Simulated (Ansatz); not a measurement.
System: 1,3-thiazol-2-ylsilane, C3H5NSSi, net charge 0, singlet state. 
Geometry from a B3LYP-D3(BJ)/def2-TZVP (Ansatz, a quantum-chemistry and plane-wave program) optimisation:
```xyz
11

Si     2.2045     0.2241     0.0526
C      0.3326     0.2107     0.0713
N     -0.3969     1.2311     0.4463
C     -1.7327     0.9607     0.3661
C     -2.0526    -0.2900    -0.0782
S     -0.6224    -1.1685    -0.4110
H      2.7185     0.4670     1.4174
H      2.6899     1.2827    -0.8583
H      2.6598    -1.1001    -0.4278
H     -2.4477     1.7200     0.6473
H     -3.0307    -0.7183    -0.2194
```

Dipole moments at this geometry, in debye (magnitudes).

```json
[
 {"level": "SVWN5/def2-TZVPD", "program": "Ansatz", "dipole (D)": "1.55"},
 {"level": "revPBE/def2-TZVPD", "program": "Ansatz", "dipole (D)": "1.51"},
 {"level": "PBE0/def2-TZVPD", "program": "Ansatz", "dipole (D)": "1.53"},
 {"level": "r2SCANh/def2-TZVPD", "program": "Ansatz", "dipole (D)": "(withheld)"},
 {"level": "CCSD(T)/aug-cc-pV(D+d)Z", "program": "Ansatz", "dipole (D)": "(withheld)"}
]
```

Q: What belongs in the gaps?

A: 
- r2SCANh/def2-TZVPD, dipole (D): 1.53
- CCSD(T)/aug-cc-pV(D+d)Z, dipole (D): 1.54
